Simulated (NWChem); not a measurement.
All runs are NWChem calculations. System: CH3ISi, charge 1, spin multiplicity 2, at the geometry of a parent with another charge or spin, in a state set for the comparison that need not be this species' ground state. Its SCF solution wasn't tested for a lower state. Level: UB3LYP/def2-TZVPD with def2 effective core potentials on I, VWN1-RPA local correlation.

Job file:

```
start mol
memory heap 200 mb stack 900 mb global 1100 mb
charge 1
geometry units angstroms nocenter noautoz noautosym
  Si    -1.294386     1.157534     0.000000
  I      0.335018    -0.766456     0.000000
  C     -0.046984     2.613369     0.000000
  H     -0.587861     3.583375     0.000000
  H      0.617613     2.576552    -0.891056
  H      0.617613     2.576552     0.891056
end
basis spherical
  * library def2-tzvpd
end
ecp
  I library def2-ecp
end
dft
  xc b3lyp
  odft
  mult 2
  semidirect memsize 60000000 filesize 0
  iterations 100
end
task dft energy
```

NWChem printed:

```
             Northwest Computational Chemistry Package (NWChem) 7.3.0
             --------------------------------------------------------

                                NWChem Input Module
                                -------------------

 Scaling coordinates for geometry "geometry" by  1.889725989
 (inverse scale =  0.529177249)

                             Geometry "geometry" -> ""
                             -------------------------

 Output coordinates in angstroms (scale by  1.889725989 to convert to a.u.)

  No.       Tag          Charge          X              Y              Z
 ---- ---------------- ---------- -------------- -------------- --------------
    1 Si                  14.0000    -1.29438600     1.15753400     0.00000000
    2 I                   53.0000     0.33501800    -0.76645600     0.00000000
    3 C                    6.0000    -0.04698400     2.61336900     0.00000000
    4 H                    1.0000    -0.58786100     3.58337500     0.00000000
    5 H                    1.0000     0.61761300     2.57655200    -0.89105600
    6 H                    1.0000     0.61761300     2.57655200     0.89105600

 Effective nuclear repulsion energy (a.u.)     269.0743057729

            Nuclear Dipole moment (a.u.)
            ----------------------------
        X                 Y               Z
 ---------------- ---------------- ----------------
     0.0000207870     0.0000018897     0.0000000000


 Summary of "ao basis" -> "" (spherical)
 ------------------------------------------------------------------------------
       Tag                 Description            Shells   Functions and Types
 ---------------- ------------------------------  ------  ---------------------
 *                         def2-tzvpd                 on all atoms

                                 NWChem DFT Module
                                 -----------------

 Summary of "ao basis" -> "ao basis" (spherical)
 ------------------------------------------------------------------------------
       Tag                 Description            Shells   Functions and Types
[...]
 overlap   0.998  0.961  0.962  0.979  0.979  0.988  0.984  0.997  0.993  0.998

   alpha     71     72     73     74     75     76     77     78     79     80
    beta     71     72     73     74     75     76     77     78     79     80
 overlap   0.983  0.966  0.982  0.996  1.000  0.746  0.749  1.000  0.988  0.987

   alpha     81     82     83     84     85     86     87     88     89     90
    beta     81     82     83     84     85     86     87     88     89     90
 overlap   0.998  0.999  1.000  1.000  0.999  0.997  0.998  0.999  0.999  0.994

   alpha     91     92     93     94     95     96     97     98     99    100
    beta     91     92     93     94     95     96     97     98     99    100
 overlap   0.996  0.973  0.974  0.997  0.999  0.999  0.997  0.997  0.998  0.998

   alpha    101    102    103    104    105    106    107    108    109    110
    beta    101    103    102    104    105    106    107    108    110    109
 overlap   0.786  0.951  0.787  0.952  0.998  1.000  0.997  0.998  0.999  0.999

   alpha    111    112    113    114    115    116    117    118    119    120
    beta    111    112    113    114    115    116    117    118    119    120
 overlap   0.998  0.999  0.998  0.999  0.998  0.998  0.999  0.999  1.000  0.999

   alpha    121    122    123    124    125    126    127    128    129    130
    beta    121    122    123    124    125    126    127    128    129    130
 overlap   1.000  0.999  0.999  1.000  1.000  1.000  1.000  1.000  1.000  1.000

   alpha    131    132    133    134    135    136    137    138    139    140
    beta    131    132    133    134    135    136    137    138    139    140
 overlap   0.999  1.000  0.999  1.000  1.000  1.000  1.000  0.999  0.999  0.999

   alpha    141    142    143    144    145    146    147    148    149    150
    beta    141    142    143    144    145    146    147    148    149    150
 overlap   0.999  0.997  0.998  0.997  1.000  0.999  0.995  0.995  0.999  1.000

   alpha    151    152    153    154    155    156    157    158    159    160
    beta    151    152    153    154    155    156    157    158    159    160
 overlap   1.000  1.000  1.000  1.000  1.000  1.000  1.000  1.000  1.000  1.000

   alpha    161    162    163    164    165    166
    beta    161    162    163    164    165    166
 overlap   1.000  1.000  1.000  1.000  1.000  1.000

     --------------------------
     Expectation value of S2:
     --------------------------
      <S2> =      0.7578 (Exact =     0.7500)

 center of mass
 --------------
 x =   0.07106842 y =  -0.27488270 z =   0.00000000

 moments of inertia (a.u.)
 ------------------
         779.628030902233         264.123928977416           0.000000000000
         264.123928977416         227.191767267343           0.000000000000
           0.000000000000           0.000000000000         995.389625584271

     Multipole analysis of the density
     ---------------------------------

     L   x y z        total         alpha         beta         nuclear
     -   - - -        -----         -----         ----         -------
     0   0 0 0      1.000000    -24.000000    -23.000000     48.000000

     1   1 0 0     -0.979931      9.132728      7.613902    -17.726561
     1   0 1 0      1.966938    -19.943921    -18.644114     40.554973
     1   0 0 1      0.000000      0.000000     -0.000000      0.000000

     2   2 0 0    -26.158841    -66.825113    -57.122807     97.789080
     2   1 1 0     -4.521858     48.176283     43.921207    -96.619347
     2   1 0 1     -0.000000     -0.000000      0.000000      0.000000
     2   0 2 0    -19.948511   -193.510403   -185.475633    359.037525
     2   0 1 1     -0.000000      0.000000     -0.000000      0.000000
     2   0 0 2    -30.607137    -18.724684    -17.553166      5.670713

 Task  times  cpu:       28.5s     wall:       28.5s

 Total times  cpu:       28.5s     wall:       28.5s
```
